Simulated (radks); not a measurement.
Removal energies from the dysprosium ion Dy2+, [Xe] 4f(5/2: 6, 7/2: 4), by Delta-SCF beside the eigenvalue of the level emptied. Method: Dirac Kohn-Sham, PBE, spin-unpolarised, spherical densities, finite nucleus; Fermi nuclear charge, rms radius of each element as measured or else 0.836 A^(1/3) + 0.57 fm; computed with a radial shooting solver on a logarithmic mesh with Libxc functionals. Sub-shells are occupied by j as written (lower j first in brackets).

| removed from | final configuration | Delta-SCF (eV) | -eigenvalue (eV) |
|---|---|---|---|
| 4f7/2 | [Xe] 4f(5/2: 6, 7/2: 3) | 25.061 | 16.557 |
| 4f5/2 | [Xe] 4f(5/2: 5, 7/2: 4) | 26.006 | 17.436 |
| 5p3/2 | [Kr] 4d10 4f(5/2: 6, 7/2: 4) 5s2 5p(1/2: 2, 3/2: 3) | 44.402 | 37.972 |
| 5p1/2 | [Kr] 4d10 4f(5/2: 6, 7/2: 4) 5s2 5p(1/2: 1, 3/2: 4) | 49.397 | 42.689 |
